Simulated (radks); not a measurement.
All-electron atom: O in [He] 2s2 2p3 6p1 (not the ground configuration).

All-electron calculation, scalar-relativistic Kohn-Sham, PBE, spin-polarised, spherical densities, finite nucleus; open shells are filled with parallel spins first; Fermi nuclear charge, rms radius 2.6991 fm. Program: a radial shooting solver on a logarithmic mesh with Libxc functionals.

Energy parts (hartree):
| part | energy |
|---|---|
| total | -74.57945 |
| kinetic | 74.51936 |
| electron-nucleus | -173.32247 |
| Hartree | 32.26317 |
| exchange-correlation | -8.03951 |

Orbitals (lengths in bohr, moments of r in powers of bohr; r(max) is where P^2 peaks):
orbital	occ.	eigenvalue (hartree)	<r^4>	r(max)	<r>
1s up	1	-19.56207	0.007654	0.1292	0.1998
1s down	1	-19.48202	0.007513	0.1290	0.1991
2s up	1	-1.48848	3.584	0.8494	1.073
2s down	1	-1.27206	4.316	0.8642	1.112
2p up	3	-0.92953	5.139	0.7736	1.086
6p up	1	-0.01636	2182000	38.81	34.37

The highest occupied level is 6p up at -0.445 eV. Spin moment in Bohr magnetons: 4. The density falls to 0.001 e/bohr^3 at r = 2.87 bohr.

Empty levels of this run are not shown, since the potential may be unsettled where no density lies.
